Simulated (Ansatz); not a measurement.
Gas-phase electronic energies from Ansatz, PBE0-D4/def2-TZVP geometries. CCSD(T)/CBS is the MP2 limit (def2-TZVPP, def2-QZVPP) plus CCSD(T) − MP2 in def2-TZVPP, frozen cores. This one scheme is used for every species. Functionals use def2-TZVPP. B3LYP here is the variant with VWN-RPA as its local correlation; programs differ in this. Each species was taken in one conformer, which may not be the lowest.

`C[SiH2][SiH](F)Cl` + `[AlH3]` → `C[SiH2][SiH]([AlH2])Cl` + H–F  (formal exchange of groups at the Si–F bond)

```
             level  ΔE (kcal/mol)  difference from CCSD(T)/CBS
            PBE-D4           25.3                         -4.3
           PBE0-D4           26.2                         -3.4
           ωB97X-V           31.6                          2.0
           ωB97M-V           32.6                          3.0
            B2PLYP           32.7                          3.1
               PBE           26.3                         -3.3
            r2SCAN           30.7                          1.1
             B3LYP           32.8                          3.2
     HF/def2-TZVPP           37.5                          7.9
    MP2/def2-TZVPP           31.0                          1.4
SCS-MP2/def2-TZVPP           32.7                          3.1
   CCSD/def2-TZVPP           30.9                          1.3
CCSD(T)/def2-TZVPP           29.8                          0.2
     HF/def2-QZVPP           38.1                          8.5
      HF/CBS(def2)           38.2                          8.6
    CCSD/CBS(def2)           30.6                          1.0
       CCSD(T)/CBS           29.6                            0
```

Largest T1 diagnostic among the species: 0.011.

In def2-TZVPP, CCSD(T) changes the Hartree–Fock value by −7.7 kcal/mol (the triples alone add −1.0 kcal/mol) and MP2 by −6.5 kcal/mol. The D4 term adds −1.6 kcal/mol with B3LYP and −0.9 kcal/mol with PBE0; it sums over pairs of atoms, weighted by their polarisabilities, and B3LYP, whose exchange is more repulsive, gets the larger term. From PBE to PBE0 (25 % exact exchange), in def2-TZVPP and without D4, ΔE moves by +0.9 kcal/mol.
